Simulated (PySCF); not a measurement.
Computed IR spectrum (relative IR intensity) of a molecule C2H6BFO. Geometry: r2SCAN-D4/def2-SVP. The values are those of a single conformer. All values below come from r2SCAN-D4/def2-SVP in PySCF. Harmonic, unscaled wavenumbers; measured fundamentals usually lie a few per cent lower.

ν (cm⁻¹): 464 (vw), 483 (vw), 896 (w), 1100 (w), 1184 (vw), 1365 (s), 1403 (vs), 1437 (w), 1442 (w), 1470 (vw), 1480 (vw), 1509 (m), 3012 (w), 3100 (w), 3142 (w) (against the strongest line: vs over 80 %, s over 45 %, m over 15 %, w over 4 %, vw less)

Task: Which molecule gave these data?
(A) CB(O)CF
(B) CCB(O)F
(C) COB(C)F
(D) CB(F)CO

Result: C, COB(C)F
